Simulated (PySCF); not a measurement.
PySCF input file for ClGeH6NSi, SMILES N[Si@@H](Cl)[GeH3], TDA-CAM-B3LYP/def2-SVPD. Geometry: PBE0-D3(BJ)/def2-SVP. The structure was generated by enumeration; whether it is a known compound was not checked. One conformer was computed; it need not be the lowest.

```python
import numpy as np
from pyscf import gto, scf, dft, tdscf

mol = gto.M(
    atom='''
    N    -1.88591693    0.87292107    0.87809709
    Si   -0.89093798   -0.35217587    0.19952794
    Cl   -1.08031949   -0.57629460   -1.87900349
    Ge    1.38279994    0.20775679    0.58109850
    H    -2.88643020    0.72285858    0.95966030
    H    -1.68175245    1.84851012    0.68949720
    H    -1.31866722   -1.65154030    0.78576387
    H     2.31564100   -0.77360766   -0.14785359
    H     1.64309723    1.62607853    0.03642511
    H     1.71849495    0.19650642    2.08434335
    ''',
    basis='def2-SVPD',
    charge=0,
    spin=0,
    max_memory=1600,
    verbose=4,
)
mf = dft.RKS(mol, xc='cam-b3lyp').density_fit(auxbasis='def2-universal-jkfit')
mf.grids.level = 3
mf.conv_tol = 1e-9
mf.max_cycle = 100
mf.kernel()
mf.grids = dft.Grids(mol).set(level=1).build(with_non0tab=True)  # coarser grid for the response kernel
td = tdscf.TDA(mf)
td.singlet = True
td.nstates = 10
td.conv_tol = 1e-4
td.positive_eig_threshold = 1e-6
td.kernel(x0=td.get_init_guess(mf, 15))
td.analyze()
tt = tdscf.TDA(mf)
tt.singlet = False
tt.nstates = 4
tt.conv_tol = 1e-4
tt.positive_eig_threshold = 1e-6
tt.kernel(x0=tt.get_init_guess(mf, 9))
tt.analyze(verbose=3)
```

It prints:

```
PySCF version 2.14.0

[INPUT] verbose = 4
[INPUT] num. atoms = 10
[INPUT] num. electrons = 76
[INPUT] charge = 0
[INPUT] spin (= nelec alpha-beta = 2S) = 0
[INPUT] symmetry False subgroup None
[INPUT] Mole.unit = angstrom
[INPUT] Symbol           X                Y                Z      unit          X                Y                Z       unit  Magmom
[INPUT]  1 N     -1.885916930000   0.872921070000   0.878097090000 AA   -3.563866491381   1.649581750662   1.659363010878 Bohr   0.0
[INPUT]  2 Si    -0.890937980000  -0.352175870000   0.199527940000 AA   -1.683628776173  -0.665515941980   0.377053160799 Bohr   0.0
[INPUT]  3 Cl    -1.080319490000  -0.576294600000  -1.879003490000 AA   -2.041507963130  -1.089038961066  -3.550801983202 Bohr   0.0
[INPUT]  4 Ge     1.382799940000   0.207756790000   0.581098500000 AA    2.613113171665   0.392603433619   1.098117016396 Bohr   0.0
[INPUT]  5 H     -2.886430200000   0.722858580000   0.959660300000 AA   -5.454562555674   1.366004742992   1.813495139618 Bohr   0.0
[INPUT]  6 H     -1.681752450000   1.848510120000   0.689497200000 AA   -3.178051539816   3.493177865287   1.302960871654 Bohr   0.0
[INPUT]  7 H     -1.318667220000  -1.651540300000   0.785763870000 AA   -2.491919895242  -3.120958850682   1.484878512878 Bohr   0.0
[INPUT]  8 H      2.315641000000  -0.773607660000  -0.147853590000 AA    4.375927292814  -1.461906605266  -0.279402791634 Bohr   0.0
[INPUT]  9 H      1.643097230000   1.626078530000   0.036425110000 AA    3.105003760731   3.072843078735   0.068833481957 Bohr   0.0
[INPUT] 10 H      1.718494950000   0.196506420000   2.084343350000 AA    3.247484801948   0.371343315519   3.938838081058 Bohr   0.0

nuclear repulsion = 419.165515336095
number of shells = 67
number of NR pGTOs = 257
number of NR cGTOs = 157
basis = def2-SVPD
ecp = {}


[settings echo left out]
init E= -2884.1408522723
  HOMO = -0.299306290908009  LUMO = -0.0117211139446409  gap/eV = 7.82559
cycle= 1 E= -2884.66518396271  delta_E= -0.524  |g|= 0.536  |ddm|= 3.56
  HOMO = -0.29800042560312  LUMO = 0.0148230510650169  gap/eV = 8.51236
cycle= 2 E= -2884.66926117998  delta_E= -0.00408  |g|= 0.547  |ddm|= 1.28
  HOMO = -0.339323176513358  LUMO = 0.0226282068016026  gap/eV = 9.84920
cycle= 3 E= -2884.71975446481  delta_E= -0.0505  |g|= 0.0438  |ddm|= 0.582
  HOMO = -0.338843280128688  LUMO = 0.026005179721218  gap/eV = 9.92803
cycle= 4 E= -2884.72013744824  delta_E= -0.000383  |g|= 0.0249  |ddm|= 0.102
  HOMO = -0.34018307896783  LUMO = 0.0254018638615463  gap/eV = 9.94807
cycle= 5 E= -2884.72027807496  delta_E= -0.000141  |g|= 0.00332  |ddm|= 0.0303
  HOMO = -0.339973984936719  LUMO = 0.0254198292029248  gap/eV = 9.94287
cycle= 6 E= -2884.72028070285  delta_E= -2.63e-06  |g|= 0.00124  |ddm|= 0.0108
  HOMO = -0.34006934396366  LUMO = 0.0254002378414406  gap/eV = 9.94493
cycle= 7 E= -2884.72028100943  delta_E= -3.07e-07  |g|= 0.000286  |ddm|= 0.00207
  HOMO = -0.340086140990922  LUMO = 0.0253889890603829  gap/eV = 9.94508
cycle= 8 E= -2884.72028103372  delta_E= -2.43e-08  |g|= 6e-05  |ddm|= 0.000799
  HOMO = -0.340075401072568  LUMO = 0.0253943142970048  gap/eV = 9.94494
cycle= 9 E= -2884.72028103544  delta_E= -1.71e-09  |g|= 1.72e-05  |ddm|= 0.000241
  HOMO = -0.340078297146108  LUMO = 0.0253937311387071  gap/eV = 9.94500
cycle= 10 E= -2884.72028103557  delta_E= -1.36e-10  |g|= 4.1e-06  |ddm|= 7.62e-05
  HOMO = -0.34007779768876  LUMO = 0.0253939193507993  gap/eV = 9.94499
Extra cycle  E= -2884.72028103559  delta_E= -1.86e-11  |g|= 2.85e-06  |ddm|= 1.25e-05
converged SCF energy = -2884.72028103559
tot grids = 40096
Overwritten attributes  positive_eig_threshold  of <class 'pyscf.tdscf.rks.TDA'>


******** <class 'pyscf.tdscf.rks.TDA'> for <class 'pyscf.df.df_jk.DFRKS'> ********
nstates = 10 singlet
deg_eia_thresh = 1.000e-03
wfnsym = None
conv_tol = 0.0001
eigh lindep = 1e-12
eigh level_shift = 0
eigh max_cycle = 100


Excitation energies (eV)
[6.75648534 6.9792156  7.24196621 7.46214061 7.67353216 7.87111452
 7.96702062 8.11640476 8.2840182  8.30335257]

** Singlet excitation energies and oscillator strengths **
Excited State   1:      6.75649 eV    183.50 nm  f=0.0273
      37 -> 39       -0.39746
      38 -> 39        0.53007
      38 -> 40        0.13201
Excited State   2:      6.97922 eV    177.65 nm  f=0.0073
      37 -> 39        0.42432
      38 -> 39        0.33191
      38 -> 40        0.12848
      38 -> 41       -0.38506
Excited State   3:      7.24197 eV    171.20 nm  f=0.0885
      37 -> 39        0.30251
      37 -> 41        0.20059
      38 -> 39        0.17886
      38 -> 41        0.50870
      38 -> 42       -0.12530
Excited State   4:      7.46214 eV    166.15 nm  f=0.2044
      38 -> 39        0.21037
      38 -> 40       -0.62035
      38 -> 42        0.16935
Excited State   5:      7.67353 eV    161.57 nm  f=0.0411
      37 -> 39        0.11171
      37 -> 41       -0.59488
      38 -> 40        0.10042
      38 -> 41        0.20272
      38 -> 42        0.12745
Excited State   6:      7.87111 eV    157.52 nm  f=0.0841
      37 -> 40        0.36104
      37 -> 41       -0.19382
      37 -> 43       -0.11014
      38 -> 40       -0.15449
      38 -> 42       -0.47558
      38 -> 43        0.11643
Excited State   7:      7.96702 eV    155.62 nm  f=0.1479
      36 -> 39        0.12531
      36 -> 41       -0.10685
      37 -> 40        0.49949
      37 -> 42        0.14024
      38 -> 42        0.35863
Excited State   8:      8.11640 eV    152.76 nm  f=0.0227
      36 -> 39       -0.49880
      36 -> 41        0.42151
      37 -> 40        0.12558
Excited State   9:      8.28402 eV    149.67 nm  f=0.0261
      36 -> 40        0.11552
      36 -> 41        0.16972
      37 -> 42        0.11222
      37 -> 43        0.25835
      37 -> 44        0.29236
      37 -> 47        0.11778
      37 -> 51        0.11389
      38 -> 43       -0.23941
      38 -> 44       -0.31458
Excited State  10:      8.30335 eV    149.32 nm  f=0.0078
      37 -> 42        0.59470
      37 -> 47        0.10419
      38 -> 44        0.13846
      38 -> 45        0.11308

** Transition electric dipole moments (AU) **
state          X           Y           Z        Dip. S.      Osc.
  1         0.0146     -0.1217      0.3870      0.1648      0.0273
  2         0.0215     -0.1678      0.1175      0.0424      0.0073
  3        -0.3348     -0.3734     -0.4976      0.4991      0.0885
  4         0.9618      0.2938      0.3263      1.1179      0.2044
  5         0.1054     -0.3717     -0.2637      0.2188      0.0411
  6         0.6586      0.0311     -0.0399      0.4363      0.0841
  7        -0.8464     -0.1844     -0.0867      0.7579      0.1479
  8         0.0571     -0.2536      0.2161      0.1143      0.0227
  9         0.3226     -0.0974      0.1220      0.1285      0.0261
 10         0.0504     -0.0999     -0.1604      0.0382      0.0078

** Transition velocity dipole moments (imaginary part, AU) **
state          X           Y           Z        Dip. S.      Osc.
  1         0.0084      0.0110      0.0961      0.0094      0.0253
  2         0.0223      0.0149     -0.0228      0.0012      0.0032
  3        -0.0882     -0.0690     -0.0717      0.0177      0.0443
  4         0.2514      0.0602      0.0777      0.0729      0.1772
  5         0.0216     -0.0769     -0.0597      0.0099      0.0235
  6         0.1593      0.0267      0.0070      0.0261      0.0602
  7        -0.2194     -0.0449     -0.0255      0.0508      0.1157
  8         0.0286     -0.0844      0.0464      0.0101      0.0226
  9         0.0755     -0.0196      0.0136      0.0063      0.0137
 10         0.0095     -0.0236     -0.0236      0.0012      0.0026

** Transition magnetic dipole moments (imaginary part, AU) **
state          X           Y           Z
  1        -0.5299     -0.6558      0.3906
  2        -0.1264      0.9166      0.3469
  3         0.2804      0.0001      0.2174
  4        -0.1286     -0.0745     -0.1900
  5        -0.2599      0.1534      0.0736
  6        -0.0366     -0.5082     -0.0929
  7        -0.5460      0.2723      0.3659
  8         0.6062     -0.2370     -0.4956
  9         0.1110      0.0481     -0.3601
 10        -0.1797      0.7699     -0.2631


******** <class 'pyscf.tdscf.rks.TDA'> for <class 'pyscf.df.df_jk.DFRKS'> ********
nstates = 4 triplet
deg_eia_thresh = 1.000e-03
wfnsym = None
conv_tol = 0.0001
eigh lindep = 1e-12
eigh level_shift = 0
eigh max_cycle = 100


Excitation energies (eV)
[6.1720076  6.38643738 6.49140015 6.934401  ]

** Triplet excitation energies and oscillator strengths **
Excited State   1:      6.17201 eV    200.88 nm  f=0.0000
Excited State   2:      6.38644 eV    194.14 nm  f=0.0000
Excited State   3:      6.49140 eV    191.00 nm  f=0.0000
Excited State   4:      6.93440 eV    178.80 nm  f=0.0000
```

The calculation finished and met its thresholds.
